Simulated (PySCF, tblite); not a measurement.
Isomers of C4H10FNSi. All values are computed: GFN2-xTB (tblite) harmonic vibrations without scaling, gas phase. The method is semi-empirical: single wavenumbers can be off by several per cent or more. Modes of hydrogen on silicon can be 10 to 20 % off. One conformer each.

Electronic energies: PBE0/pcSseg-1 single points on the GFN2-xTB geometries (PySCF, gas phase).

| SMILES | electronic energy, lowest = 0 (kJ/mol) |
| --- | --- |
| FC[C@@H]1CCN[SiH2]1 | 14.8 |
| FC[C@H]1CC[SiH2]N1 | 0.0 |
| C[SiH2]N1CC(F)C1 | 90.9 |
| FC[C@H]1CN[SiH2]C1 | 7.9 |

How do GFN2-xTB zero-point energies change the relative energies?

| SMILES | ZPE (kJ/mol) | of it from modes above 1550 cm⁻¹ | electronic (kJ/mol) | with ZPE, lowest = 0 (kJ/mol) | lowest mode (cm⁻¹) | rings |
| --- | --- | --- | --- | --- | --- | --- |
| FC[C@H]1CC[SiH2]N1 | 354.0 | 171.4 | 0.0 | 0.0 | 78 | 1 |
| FC[C@H]1CN[SiH2]C1 | 354.5 | 171.2 | 7.9 | 8.4 | 88 | 1 |
| FC[C@@H]1CCN[SiH2]1 | 354.9 | 170.7 | 14.8 | 15.7 | 71 | 1 |
| C[SiH2]N1CC(F)C1 | 347.4 | 169.0 | 90.9 | 84.2 | 51 | 1 |

The zero-point energies span 7.5 kJ/mol, from `C[SiH2]N1CC(F)C1` to `FC[C@@H]1CCN[SiH2]1`. The order is unchanged.

And how do the electronic energies of GFN2-xTB itself compare?

`FC[C@H]1CC[SiH2]N1` 0.0; `FC[C@H]1CN[SiH2]C1` 1.9; `FC[C@@H]1CCN[SiH2]1` 4.5; `C[SiH2]N1CC(F)C1` 58.4 kJ/mol, lowest = 0. Against the energies above, taken from the same isomer `FC[C@H]1CC[SiH2]N1`, the largest difference is 32.5 kJ/mol.

What do entropy and thermal enthalpy add at 298.15 K and 1 bar (rigid rotor, harmonic oscillator, one conformer each)?

| SMILES | point group | symmetry number | S (J/(mol K)) | H − H(0) (kJ/mol) | ZPE + H − H(0) − TS (kJ/mol) |
| --- | --- | --- | --- | --- | --- |
| FC[C@H]1CC[SiH2]N1 | C1 | 1 | 370.0 | 23.97 | 267.7 |
| FC[C@H]1CN[SiH2]C1 | C1 | 1 | 366.0 | 23.69 | 269.1 |
| FC[C@@H]1CCN[SiH2]1 | C1 | 1 | 369.9 | 24.01 | 268.6 |
| C[SiH2]N1CC(F)C1 | C1 | 1 | 394.1 | 26.26 | 256.2 |
